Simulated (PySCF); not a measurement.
Isomers of C6H8NPS, mass 157.012 u with the commonest isotopes. Method: PBE0/pcSseg-1 in PySCF (dipole) on a GFN2-xTB geometry, gas phase. One conformer each, none proved a minimum here; rigid rotors.

Question: Order these by rotational constant C, largest first.
A. `[CH3:1][S:2][c:3]1[n:4][cH:5][c:6]([CH3:7])[cH:8][p:9]1` with C1–S2–C3–N4 0°
B. `[CH3:1][S:2][c:3]1[n:4][c:5]([CH3:6])[cH:7][cH:8][p:9]1` with C1–S2–C3–N4 0°
C. `[CH3:1][S:2][c:3]1[cH:4][p:5][cH:6][c:7]([CH3:8])[n:9]1` with C1–S2–C3–C4 180°

Answer: B (653.5 MHz), C (621.6 MHz), A (604.9 MHz).

Question: Order these by rotational constant A, largest first.
A. `[CH3:1][S:2][c:3]1[n:4][cH:5][c:6]([CH3:7])[cH:8][p:9]1` with C1–S2–C3–N4 0°
B. `[CH3:1][S:2][c:3]1[cH:4][p:5][cH:6][c:7]([CH3:8])[n:9]1` with C1–S2–C3–C4 180°
C. `[CH3:1][S:2][c:3]1[cH:4][cH:5][n:6][c:7]([CH3:8])[p:9]1` with C1–S2–C3–C4 180°
D. `[CH3:1][P@@H:2](=[S:3])[c:4]1[cH:5][cH:6][cH:7][cH:8][n:9]1` with C1–P2–C4–C5 -128°
E. `[CH3:1][S:2][c:3]1[n:4][c:5]([CH3:6])[cH:7][cH:8][p:9]1` with C1–S2–C3–N4 0°

Answer: A (2551 MHz), D (2477 MHz), C (2394 MHz), B (1821 MHz), E (1681 MHz).

Question: Order these by radius of gyration √(Σ m r²/M), smallest first.
A. `[CH3:1][S:2][c:3]1[n:4][cH:5][c:6]([CH3:7])[cH:8][p:9]1` with C1–S2–C3–N4 0°
B. `[CH3:1][S:2][c:3]1[n:4][c:5]([CH3:6])[cH:7][cH:8][p:9]1` with C1–S2–C3–N4 0°
C. `[CH3:1][S:2][c:3]1[cH:4][p:5][cH:6][c:7]([CH3:8])[n:9]1` with C1–S2–C3–C4 180°

Answer: B (2.224 Å), C (2.280 Å), A (2.311 Å).

```json
{"SMILES": "CSc1ncc(C)cp1", "point group": "–", "Ia (u·Å²)": "198.13", "Ib (u·Å²)": "643.72", "Ic (u·Å²)": "835.51", "κ": "-0.81", "μa (D)": "2.06", "μb (D)": "1.79", "μc (D)": "0.06"}
{"SMILES": "CSc1cpcc(C)n1", "point group": "Cs", "Ia (u·Å²)": "277.59", "Ib (u·Å²)": "541.74", "Ic (u·Å²)": "813.00", "κ": "-0.48", "μa (D)": "0.37", "μb (D)": "1.71", "μc (D)": "0.00"}
{"SMILES": "CSc1nc(C)ccp1", "point group": "Cs", "Ia (u·Å²)": "300.56", "Ib (u·Å²)": "479.10", "Ic (u·Å²)": "773.34", "κ": "-0.22", "μa (D)": "1.92", "μb (D)": "2.07", "μc (D)": "0.00"}
{"SMILES": "CSc1ccnc(C)p1", "point group": "near Cs", "Ia (u·Å²)": "211.09", "Ib (u·Å²)": "593.67", "Ic (u·Å²)": "798.42", "κ": "-0.75", "μa (D)": "1.29", "μb (D)": "0.73", "μc (D)": "0.03"}
{"SMILES": "C[P@@H](=S)c1ccccn1", "point group": "C1", "Ia (u·Å²)": "204.03", "Ib (u·Å²)": "645.70", "Ic (u·Å²)": "806.28", "κ": "-0.83", "μa (D)": "4.39", "μb (D)": "1.47", "μc (D)": "0.59"}
```
